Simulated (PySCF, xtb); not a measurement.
CH₈O₃Si₂, SMILES C[Si](O)(O)[SiH2]O. The values are those of a single conformer.

Harmonic wavenumbers (cm⁻¹) from GFN2-xTB (xtb) at its own minimum, in rising order: 29, 96, 112, 127, 169, 200, 237, 251, 302, 304, 327, 450, 475, 618, 697, 719, 784, 791, 797, 813, 823, 843, 854, 880, 913, 1378, 1491, 1498, 2145, 2186, 3014, 3038, 3047, 3650, 3653, 3704.

Question: What does TPSSh-D3(BJ)/def2-SVP run with PySCF give at its own minimum? (An estimate is asked for; the answer gives what the named calculation found.)

Answer: 52, 117, 136, 148, 175, 221, 235, 242, 294, 335, 436, 487, 508, 684, 713, 747, 772, 784, 808, 813, 861, 925, 942, 971, 998, 1285, 1447, 1450, 2205, 2226, 3027, 3115, 3130, 3719, 3811, 3826. Paired by order, the mean absolute difference is 47 cm⁻¹ and the zero-point energies are 59.2 and 61.0 kcal/mol.
